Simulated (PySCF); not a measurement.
# What a mistake does to a calculation on CH7NOSi

These are calculations, not measurements. They come from PySCF 2.14.0, an open-source quantum chemistry program, on an isolated molecule that a program drew, which may never have been made. The molecule is CH7NOSi (charge 0, singlet), drawn as the SMILES string `C[SiH](N)O`.

Each row is a Hartree-Fock (HF) and frozen-core CCSD(T) single point in the cc-pV(D+d)Z basis, meant for a local HF minimum. Run 1 is clean. Each other run has one planted mistake out of seven kinds, and not every kind appears here: one electron removed, one electron added, multiplicity raised by two, geometry at a saddle point, minimal basis STO-3G, one bond length entered in bohr, all coordinates scaled. The reference is restricted for singlets and unrestricted otherwise, and also for a bond in bohr. Adding or removing an electron swaps singlet and doublet. Electrons count all cores. HOMO and LUMO are orbital energies over both spins, the gradient is its largest component, and the lowest frequency (negative if imaginary) is given only where the gradient is small. Bond lengths are over the 10 bonds as drawn. T1 is the CCSD diagnostic: over 0.02 (restricted) or 0.045 (unrestricted) a single reference is doubtful.

Geometry of the clean run:
```xyz
11
CH7NOSi, angstrom
C    -0.3451    0.2466    1.0541
Si    1.3243    0.6152    0.3102
N     1.5729    0.0437   -1.2912
O     1.4412    2.2627    0.3432
H    -0.5110   -0.8320    1.1298
H    -1.1473    0.6722    0.4436
H    -0.4262    0.6757    2.0566
H     2.4015   -0.0225    1.1040
H     2.0395   -0.8318   -1.4335
H     0.8889    0.1983   -2.0082
H     2.1824    2.6490   -0.0989
```

| run | electrons | basis functions | <S^2> | HOMO (eV) | LUMO (eV) | gradient (hartree/bohr) | lowest frequency (cm^-1) | mean bond (Å) | longest bond (Å) | T1 | HF (hartree) | CCSD(T) (hartree) | mistake |
|---|---|---|---|---|---|---|---|---|---|---|---|---|---|
| 1 | 42 | 100 | 0.000 | -10.80 | 4.81 | 2.9e-05 | 154 | 1.2950 | 1.864 | 0.0100 | -460.29177 | -460.95720 | no fault |
| 2 | 42 | 100 | 2.008 | -2.57 | 0.13 | 7.3e-02 | - | 1.2950 | 1.864 | 0.0184 | -460.05558 | -460.70087 | multiplicity raised by two |
| 3 | 42 | 100 | 0.000 | -11.03 | 5.19 | 1.2e-01 | - | 1.1655 | 1.678 | 0.0084 | -460.15156 | -460.79718 | all coordinates scaled |
| 4 | 42 | 100 | 0.919 | -8.33 | 2.73 | 4.0e-02 | - | 1.4608 | 3.523 | 0.0229 | -460.16596 | -460.80576 | one bond length entered in bohr |
| 5 | 43 | 100 | 0.753 | 4.22 | 9.32 | 4.5e-02 | - | 1.2950 | 1.864 | 0.0337 | -460.12440 | -460.81648 | ? |
| 6 | 41 | 100 | 0.761 | -17.07 | -6.60 | 1.2e-01 | - | 1.2950 | 1.864 | 0.0290 | -459.97674 | -460.60803 | ? |

**Which mistake was planted in run 5, and what did it cost?**

It counts 43 electrons, one more than the clean run, at the same geometry and basis. So the mistake is: one electron added. Subtracting run 1 and multiplying by 627.51 kcal/mol a hartree, the energy moved by 105.0 kcal/mol in HF and 88.3 kcal/mol in CCSD(T).

**Which mistake was planted in run 6, and what did it cost?**

It counts 41 electrons, one fewer than the clean run, at the same geometry and basis. So the mistake is: one electron removed. Subtracting run 1 and multiplying by 627.51 kcal/mol a hartree, the energy moved by 197.7 kcal/mol in HF and 219.1 kcal/mol in CCSD(T).

Cautions from the logs. Run 5: the HOMO is above zero, so the electron isn't bound and the energy depends on the basis.
